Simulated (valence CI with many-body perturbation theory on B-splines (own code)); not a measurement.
**Hyperfine factors and g values of Hf⁴⁰⁺**

Computed by relativistic CI+MBPT: four valence electrons over a frozen Dirac-Fock core [Ar] 3d10, a basis of 11 s, 11 p, 10 d, 8 f, 5 g, 2 h functions for each j, with the one-electron correlation potential Σ1, the two-electron term Σ2, the three-electron term Σ3, Breit, model QED; selected CI, second order for the rest, scaled by the run's own slope (own B-spline code, finite nucleus).

The last digits are not significant, and no measured levels were compared; by estimate large intervals hold to a few tenths of a per cent, small ones and those within an open d or f shell to about a per cent. Among the levels kept, up to 380 cm⁻¹ of a level comes from second order outside the variational space, and about a tenth of that is noise between levels of different J, which matters for small intervals.

A/g_I is the dipole constant over the nuclear g factor μ/I (μ in nuclear magnetons, uniformly magnetised nucleus), B/Q the quadrupole constant per barn. Both hold the static response of the core; the bare values leave it out. Large factors of s and p1/2 electrons are usually good to 5 to 10 %; those of open d and f shells near neutrality can be off by tens of per cent, and small factors of p3/2, d and f electrons come from cancelling terms and can be off by a factor of two or in sign, in half-filled shells by more. B is blank for J = 1/2, where it vanishes, and for nearly pure S terms. Energies count from the lowest level. Levels with J = 0 are left out.

Levels are named by their leading jj configuration (3d3/2^4 stands for four electrons in 3d with j = 3/2), which in mixed levels can hold well under half, so a name can repeat and another be missing. Letters in brackets count levels of one name in rising energy.

```csv
Level,E (eV),g,A/g_I (MHz),A/g_I bare,B/Q (MHz/b),B/Q bare
(4s^2 4p1/2 4p3/2) J=1,78.53,1.497,-43200,-42300,51800,50000
(4s^2 4p1/2 4p3/2) J=2,82.64,1.180,147000,142000,90100,87100
(4s^2 4p3/2^2) J=2,164.28,1.312,53300,51200,13300,12800
(4s 4p1/2^2 4p3/2) J=2,169.55,1.577,368000,355000,91000,87900
(4s 4p1/2^2 4p3/2) J=1,183.64,1.051,-256000,-248000,69400,67100
(4s^2 4p1/2 4d3/2) J=2,224.57,0.768,123000,120000,17900,17600
(4s 4p1/2 4p3/2^2) J=2 [a],239.92,1.507,179000,173000,17000,16500
(4s^2 4p1/2 4d3/2) J=1,241.80,0.885,-96900,-92900,4760,4780
(4s^2 4p1/2 4d5/2) J=3,246.13,1.229,196000,190000,-11300,-10700
(4s^2 4p1/2 4d5/2) J=2,256.90,1.286,8410,8620,33200,32300
(4s 4p1/2 4p3/2^2) J=3,259.15,1.208,209000,203000,30500,29700
(4s 4p1/2 4p3/2^2) J=1 [a],266.30,1.270,471000,456000,-77400,-74800
(4s 4p1/2 4p3/2^2) J=2 [b],269.21,1.110,21600,21000,-14700,-14300
(4s 4p1/2 4p3/2^2) J=1 [b],270.60,1.355,34600,33500,44600,43100
(4s 4p1/2^2 4d3/2) J=1,316.88,0.407,-295000,-285000,8660,8530
(4s^2 4p3/2 4d3/2) J=2,318.53,1.055,32200,31300,-5030,-4840
(4s^2 4p3/2 4d3/2) J=1,319.55,1.133,35200,34300,-44200,-42900
(4s 4p1/2^2 4d3/2) J=2,319.84,1.167,318000,308000,15900,15600
(4s^2 4p3/2 4d3/2) J=3,320.94,1.125,42400,41300,94700,91900
(4s^2 4p3/2 4d5/2) J=2,325.32,1.309,127000,123000,-78900,-76200
(4s^2 4p3/2 4d5/2) J=4,326.61,1.246,25900,25400,125000,122000
(4s 4p1/2^2 4d5/2) J=3,340.22,1.364,223000,216000,16100,15800
(4s^2 4p3/2 4d5/2) J=3,344.57,1.171,28900,28300,15400,15200
(4s 4p1/2^2 4d5/2) J=2,344.96,1.116,-132000,-127000,-9640,-9100
(4s^2 4p3/2 4d5/2) J=1,345.00,1.157,-59500,-56400,4920,4810
(4s 4p3/2^3) J=2,350.14,1.355,266000,258000,-93100,-90000
(4s 4p3/2^3) J=1,361.43,1.122,-214000,-207000,-25300,-24400
(4p1/2^2 4p3/2^2) J=2,363.29,1.183,8400,8540,34600,33600
(4s 4p1/2 4p3/2 4d3/2) J=1 [a],388.00,1.182,161000,156000,-50100,-48500
(4s 4p1/2 4p3/2 4d3/2) J=2 [a],388.49,1.110,122000,118000,-29300,-28300
(4s 4p1/2 4p3/2 4d3/2) J=3 [a],390.35,1.145,179000,173000,23900,23200
(4s 4p1/2 4p3/2 4d3/2) J=4,396.62,1.192,229000,221000,70700,68600
(4s 4p1/2 4p3/2 4d3/2) J=3 [b],401.77,0.873,65600,63800,37000,35700
(4s 4p1/2 4p3/2 4d3/2) J=2 [b],403.61,0.897,122000,118000,-54500,-52600
```

Problem. Take the isotope of mass number 179, with I = 9/2, μ = -0.6389 μN and Q = 3.79 b. What is the hyperfine structure of (4s^2 4p1/2 4d3/2) J=2?

Solution. From the table A = -17500 MHz, B = 67900 MHz. Shifts from the centre of gravity in MHz: F = 5/2: 224000, F = 7/2: 133000, F = 9/2: 32700, F = 11/2: -63600, F = 13/2: -141000.
